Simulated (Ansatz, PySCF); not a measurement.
Noncovalent pair: NH3 (SMILES N) (first 4 atoms) with CH5N (SMILES CN); geometry from B3LYP-D3(BJ)/def2-TZVP, rigid monomers moved along the line of their centres of mass till H2···N6 is 1.98 Å.
(charge 0, multiplicity 1):
```xyz
11

N      0.30393    -0.18055     0.19997
H      0.10750     0.32428     1.06416
H      0.61982     0.49512    -0.48656
H     -0.57330    -0.55875    -0.13962
C     -0.02043    -0.69763     3.41824
N      0.18782     0.69454     3.01006
H      0.52036    -1.35018     2.73252
H     -1.08075    -0.93983     3.33214
H      0.29816    -0.92704     4.44275
H      1.16530     0.94767     3.09447
H     -0.33574     1.32880     3.60105
```

Interaction energies are E(AB) − E(A) − E(B) at the monomers' geometry in the complex; basis-set methods are counterpoise corrected. Rows marked so take none.

Rows in 6-311+G**, 6-31G* carry no dispersion term and start afresh at each structure (6-31G* with six Cartesian d functions). MP2/6-31G* freezes PySCF's default core.

Programs: Ansatz (Gaussian orbitals); PySCF for 6-311+G** rows, 6-31G* rows, the dispersion terms. 

Problem. One of these levels gives -4.36 kcal/mol for the interaction energy. Name it.
A. MP2/6-31G* (no counterpoise)
B. B3LYP/6-311+G** (no counterpoise)
C. PBE-D3(BJ)/def2-TZVPPD
D. wB97X-V/def2-TZVPPD

Solution. A, MP2/6-31G* (no counterpoise). The others give -3.67 (PBE-D3(BJ)/def2-TZVPPD), -2.42 (B3LYP/6-311+G** (no counterpoise)), -2.87 (wB97X-V/def2-TZVPPD)

Ansatz is an electronic-structure program.
